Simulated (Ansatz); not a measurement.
Compare A (`C1=C[SiH2]O1`) with its isomer B (`[SiH3]C1=CO1`).

Computed with Ansatz on PBE0-D4/def2-TZVP structures; ΔE is electronic, products minus reactants. CBS: MP2 limit from def2 TZ/QZ plus the TZ coupled-cluster correction, frozen cores. Functionals use def2-TZVPP. B3LYP here is the variant with VWN-RPA as its local correlation; programs differ in this.

A:

```xyz
8

C     0.3330    0.1927    1.0690
C    -0.8733    0.1844    0.4770
Si    0.1003   -0.2235   -1.0172
O     1.3350   -0.0937    0.1653
H     0.6465    0.3780    2.0936
H    -1.8391    0.3692    0.9140
H     0.0352   -1.5844   -1.6025
H     0.2624    0.7774   -2.0992
```

B:

```xyz
8

Si    1.265    0.169    0.266
C    -0.525    0.086   -0.009
C    -1.782   -0.073   -0.267
O    -1.380   -1.144   -0.921
H     1.739   -1.036    0.991
H     1.988    0.289   -1.024
H     1.474    1.385    1.092
H    -2.780    0.323   -0.127
```

Task: Which isomer does CCSD(T)/CBS put lower? Give the gap. (Best estimate.)

Result: Computed: A, by 330.5 kJ/mol.

Task: Give E(B) − E(A) in kJ/mol with ωB97M-V, HF/def2-TZVPP, r2SCAN-D4, B3LYP-D4, CCSD(T)/def2-TZVPP, LDA (SPW92), MP2/def2-TZVPP. (An estimate is asked.)

Result: Ansatz gave: ωB97M-V 340.8, HF/def2-TZVPP 364.0, r2SCAN-D4 322.2, B3LYP-D4 317.8, CCSD(T)/def2-TZVPP 328.7, LDA (SPW92) 333.5, MP2/def2-TZVPP 341.1. None reverses the order clearly.

Task: Does the order hold for the free energy at 298.15 K (harmonic terms from PBE0-D4)? (An estimate is asked.)

Result: Computed: Yes: G(B) − G(A) = +307.2 kJ/mol.

Largest T1 diagnostic: 0.024.

Leaving LDA and LC-ωPBE aside and taking each functional with its dispersion term where it has one, the values, not all of them listed here, spread over 60.3 kJ/mol, from BLYP-D4 to BHLYP-D4. LDA lies +29.3 kJ/mol from PBE without D4. At CCSD(T), def2-SVP lies −14.7 kJ/mol from the extrapolated value and def2-TZVPP −1.8 kJ/mol.
